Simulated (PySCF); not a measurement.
H2Si2, SMILES [Si]=[SiH2] (connectivity only; charge and spin as stated), neutral, multiplicity 1.

Geometry: r2SCAN-D4/def2-TZVP. The isomer is the one that the SMILES or the coordinates give; other isomers of the formula were not compared.

Calculation: PBE0/def2-TZVPD in PySCF.

```
Quantity                                                                                                         Value
---------------------------------------------------------------------------------------------  -----------------------
total energy                                                                                        -579.84229 hartree
point group                                                                                                        C2v
highest occupied level                                                                                        -5.90 eV
lowest empty level                                                                                            -3.54 eV
orbital gap                                                                                                    2.36 eV
dipole moment                                                                                                   0.22 D
quadrupole, principal values (traceless, Buckingham form, about the centre of nuclear charge)   -3.83, -0.50, 4.33 D·Å
mean static polarisability                                                                       75.5 bohr³ (11.18 Å³)
polarisability, principal values                                                               56.6, 65.0, 104.9 bohr³
```
